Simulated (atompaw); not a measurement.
# What the settings do to the PAW (atompaw) potential of Nb (Z = 41)

Base potential:

atompaw 4.2.0.5 input, output lines left out:

```
Nb 41
GGA-PBE scalarrelativistic loggrid 1500 logderivrange -7 5 301
5 5 4 0 0 0
5 0 0
5 1 0
4 2 4
0 0 0
c
c
c
v
v
c
c
v
v
c
v
2
2.60 1.95 1.70 1.85
n
n
y
0.55
n
bloechl sinc
3 0 troulliermartins
```

Cutoffs, loose and tight: the cutoffs (Ry, on a coarse ladder) from which the occupation-weighted sum of valence levels, in a spherical-Bessel basis at the reference potential, stays within 10 and 1 mRy of its value at 400 Ry. They see the waves, projectors and local potential, not the compensation charge or the core. A dash means not determined.

A true bound ghost makes a file unfit for plane-wave use even where its test errors are small: the radial tests pick states by their node count and pass the ghost by.

| change | outcome | cutoff, loose | cutoff, tight | bound ghosts |
| --- | --- | --- | --- | --- |
| base | generated, no UPF (negative core plus compensation charge) | 90 Ry | 110 Ry | none |
| waves 4s (bound): rc 2.10 bohr; 5s (bound): rc 2.60 bohr; 4p (bound): rc 2.20 bohr; 5p (bound): rc 2.60 bohr; 4d (bound): rc 2.60 bohr; 4d channel at 0.55 Ry: rc 2.60 bohr; augmentation sinc compensation charge, radius 1.95 bohr; PAW radius 2.60 bohr; waves and projectors: custom rrkj vanderbiltortho | failed: atompaw: The overlap operator has at least one negative eigenvalue! | – | – | – |
| local potential troulliermartins scheme with l = 3 at 0 Ry, radius 1.32 bohr | generated, no UPF (negative core plus compensation charge) | 180 Ry | 230 Ry | s |
| augmentation besselshape compensation charge, radius 1.95 bohr; PAW radius 2.60 bohr; waves and projectors: bloechl | generated, no UPF (negative core plus compensation charge) | 90 Ry | 110 Ry | none |
| waves 4s (bound): rc 2.10 bohr; 5s (bound): rc 2.60 bohr; 4p (bound): rc 2.20 bohr; 5p (bound): rc 2.60 bohr; 4d (bound): rc 2.60 bohr; 4d channel at 0.55 Ry: rc 2.60 bohr; augmentation sinc compensation charge, radius 1.95 bohr; PAW radius 2.60 bohr; waves and projectors: custom rrkj gramschmidtortho | failed: atompaw: The overlap operator has at least one negative eigenvalue! | – | – | – |
| augmentation sinc compensation charge, radius 1.06 bohr; PAW radius 2.60 bohr; waves and projectors: bloechl | generated, no UPF (negative core plus compensation charge) | 90 Ry | 110 Ry | none |
| core correction smooth core density matched at 1.64 bohr | generated, no UPF (negative core plus compensation charge) | 90 Ry | 110 Ry | none |
| wave 4d channel at 0.55 Ry becomes 4d channel at 1.64 Ry | generated, no UPF (negative core plus compensation charge) | 90 Ry | 110 Ry | none |
| functional LDA (PW92) | generated, no UPF (negative core plus compensation charge) | 90 Ry | 110 Ry | none |
| all radii scaled by about 1.08 (s 2.26, p 2.38, d 2.80 bohr); local potential troulliermartins scheme with l = 3 at 0 Ry, radius 1.84 bohr; augmentation sinc compensation charge, radius 2.10 bohr; PAW radius 2.80 bohr; waves and projectors: bloechl; core correction smooth core density matched at 2.00 bohr | generated, no UPF (negative core plus compensation charge) | 70 Ry | 100 Ry | none |
| non-relativistic | generated, no UPF (negative core plus compensation charge) | 90 Ry | 110 Ry | none |
